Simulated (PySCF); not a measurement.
Computed XPS line lists of a few unrelated compounds.

Method: delta-SCF UKS SCAN, pcX-2 on the ionised atom, pcseg-1 elsewhere, spin-free X2C in PySCF. Geometries: PBE0-D3(BJ)/def2-SVP; isolated species, one conformer each.

Line lists (1s up to Mg, 2p3/2 beyond, nothing for Al; areas count atoms within a level, one atom standing for each set equivalent by bonding):
1. C 1s: 289.24 (area 1), 289.72 (area 1), 289.90 (area 1), 290.06 (area 1), 290.31 (area 1), 292.03 (area 1), 292.73 (area 1) eV; O 1s: 539.28 eV; Si 2p3/2: 106.17 eV
2. C 1s: 291.55 (area 2), 293.45 (area 2) eV; O 1s: 540.57 eV; Cl 2p3/2: 205.40 eV
3. C 1s: 289.94 (area 1), 290.65 (area 1), 290.80 (area 1), 292.07 (area 1), 292.39 (area 1) eV; N 1s: 406.28 eV; F 1s: 692.75 eV

Structures:
A. `C#C[C@@H]1C[Si@H]1/C=C/OC`
B. `Cn1ccc(F)c1`
C. `CC[O+](CC)[Al-]([Cl])([Cl])[Cl]`

Match each list to its structure.

- 1 = A: no other candidate has this set of levels. C 1s: 289.24 terminal alkyne carbon, 289.72 alkene CH carbon, 289.90 sp3 carbon bound to silicon, 290.06 alkyne carbon, 290.31 sp3 carbon bound to silicon, 292.03 vinylic carbon bearing oxygen, 292.73 methoxy carbon; O 1s: 539.28 ether oxygen; Si 2p3/2: 106.17 SiH silicon.
- 2 = C: no other candidate has this set of levels. C 1s: 291.55 methyl carbon (×2), 293.45 sp3 carbon bound to oxygen (×2); O 1s: 540.57 oxygen bonded to Al and 2 C; Cl 2p3/2: 205.40 chlorine bonded to Al (×3).
- 3 = B: no other candidate has this set of levels. C 1s: 289.94 aromatic CH carbon, 290.65 aromatic CH next to a ring nitrogen, 290.80 aromatic CH next to a ring nitrogen, 292.07 aromatic C–F carbon, 292.39 N-methyl carbon; N 1s: 406.28 pyrrole-type nitrogen; F 1s: 692.75 aryl fluorine.

2p3/2 and 2p1/2 are the ΔSCF energy of one spin-free 2p hole plus the eigenvalues of a spin–orbit and ligand-field matrix of the shell. 2 of these hole states are spin-contaminated (⟨S²⟩ up to 0.87, against 0.75; counted from 0.85) and less certain.
